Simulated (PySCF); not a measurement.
Two-dimensional NMR puzzle

Compound of formula C$_{5}$H$_{4}$ClN. Correlations simulated from computed shifts and the bond graph:

HSQC (one-bond C–H):
```
  δH     δC
8.65  157.5
7.74  144.3
7.46  130.8
7.24  126.7
```

COSY cross peaks (H two or three bonds apart, from the bond graph; peaks can be absent where the dihedral angle is near 90°):
```
  δH    δH
8.65  7.24
7.74  7.46
7.74  7.24
```

HMBC (two and three bonds, from the bond graph):
```
  δH                          δC
8.65         166.8, 144.3, 126.7
7.74  166.8, 157.5, 130.8, 126.7
7.46         166.8, 144.3, 126.7
7.24         157.5, 144.3, 130.8
```

Carbons without hydrogens: δ 166.8.

PySCF 2.14.0 with density-fitted response routines calculation with geometry: PBE0-D3(BJ)/def2-TZVP and NMR shieldings at B97-2/pcSseg-2/GIAO; single conformer, relativity neglected, isolated molecule.

References, each an isolated molecule treated in the same way: ¹H and ¹³C vs TMS.

Exchangeable hydrogens are left out of these lists.

Question: Which molecule is this?

Answer: SMILES c1cc(Cl)ncc1.

Numbering as in the mapped SMILES `[Cl:1][c:2]1[cH:3][cH:4][cH:5][cH:6][n:7]1`; H(Xn) means a hydrogen on atom n.

δC 166.8 is C2, an aromatic carbon bearing chlorine. δC 157.5 is C6, an aromatic CH next to a ring nitrogen (δH 8.65). δC 144.3 is C4, an aromatic CH (δH 7.74). δC 130.8 is C3, an aromatic CH (δH 7.46). δC 126.7 is C5, an aromatic CH (δH 7.24). HMBC from δH 8.65 reaches the proton-free carbon C2. HMBC from δH 7.74 reaches the proton-free carbon C2. HMBC from δH 7.46 reaches the proton-free carbon C2. COSY links 8.65–7.24, 7.74–7.46, 7.74–7.24.

This is the structure that produced the data.

Carbons that carry Cl, above all several Cl atoms, come out too deshielded, partly because spin–orbit coupling is missing. Shifts are as computed. Against solution values, carbons near 30 ppm lie about +3 ppm off and those near 130 ppm about +7 ppm; carbons on Cl a further +5 ppm. Of 1211 compounds with measured shifts, 218 miss one by over three times the rms of a fit or turn the order of signals round; such compounds aren't used in these exercises.
